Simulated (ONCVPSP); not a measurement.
Transferability test, ONCV potential for Co (Z = 27)

ONCVPSP 4.0.1 input, shortened (lines: element, Z, core and valence counts, functional; n l f; lmax; l rc ep ncon nbas qcut; lloc lpopt rc5 dvloc0; l nproj debl; icmod fcfact rcfact), PBE, scalar-relativistic:

```
  Co 27.00    4    3        4      upf
    1    0    2.00
    2    0    2.00
    2    1    6.00
    3    0    2.00
    3    1    6.00
    3    2    7.00
    4    0    2.00
    2
    0    1.95    0.00    5    9    4.00
    1    0.85    0.00    4    8   10.00
    2    1.55    0.00    4    8   10.00
    4    5    0.60    0.00
    0    2    3.60
    1    2    2.20
    2    2    2.60
    1    0.30    0.00
```

In the p channel the program set the typed energies aside and used -2.412, 0.250 Ha.

Energies are relative to the spin-unpolarised reference configuration 3p6 3d7 4s2; without spin polarisation the order of configurations can differ from experiment.

Give the all-electron excitation energy and the error of the potential for: 3p6 3d7 4s1; 3p6 3d7 4s0; 3p6 3d6 4s0; 3p6 3d7 4s1 4p1.

```json
{"valence configuration": "3p6 3d7 4s1", "charge": "+1", "ΔE all-electron (eV)": "9.031", "error AE − PS (meV)": "-5.1"}
{"valence configuration": "3p6 3d7 4s0", "charge": "+2", "ΔE all-electron (eV)": "25.816", "error AE − PS (meV)": "-30"}
{"valence configuration": "3p6 3d6 4s0", "charge": "+3", "ΔE all-electron (eV)": "61.686", "error AE − PS (meV)": "+84"}
{"valence configuration": "3p6 3d7 4s1 4p1", "charge": "0", "ΔE all-electron (eV)": "4.351", "error AE − PS (meV)": "-5.5"}
```

Note: ghosts flagged at negative energy: s at -326.8 eV; GHOST(+) flagged for s at 141.7 eV. A true bound ghost makes a file unfit for plane-wave use.
